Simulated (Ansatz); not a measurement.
Total energies of Si(NH2)2Cl2 (SiN₂Cl₂H₄) from Ansatz at r2SCAN-D4/def2-TZVP, gas phase (1 Eh = 27.2114 eV = 2625.5 kJ/mol). The reference geometry is relaxed at PBE-D4/def2-SVP.

```json
{"state": "charge 0 singlet", "geometry": "reference", "energy (Eh)": "-1321.93584"}
{"state": "charge 1 doublet", "geometry": "reference", "energy (Eh)": "-1321.57955"}
{"state": "free Si atom (triplet)", "geometry": "–", "energy (Eh)": "-289.34121"}
{"state": "free N atom (quartet)", "geometry": "–", "energy (Eh)": "-54.58101"}
{"state": "free H atom (doublet)", "geometry": "–", "energy (Eh)": "-0.49993"}
{"state": "free Cl atom (doublet)", "geometry": "–", "energy (Eh)": "-460.11688"}
```

**Question.** Work out the vertical ionisation energy to the doublet.

**Answer.** E(charge 1 doublet) − E(charge 0 singlet) = -1321.57955 − (-1321.93584) = 0.35629 Eh = 9.70 eV. For comparison, −ε of the highest occupied level is 6.94 eV at this level, 2.76 eV less.

**Question.** What is the binding energy per atom against free atoms?

**Answer.** Atoms: 1 × (-289.34121) + 2 × (-54.58101) + 4 × (-0.49993) + 2 × (-460.11688) = -1320.73671 Eh. Binding: -1320.73671 − (-1321.93584) = 1.19913 Eh = 32.63 eV, or 3.63 eV for each of 9 atoms (no zero-point energy, no counterpoise term).
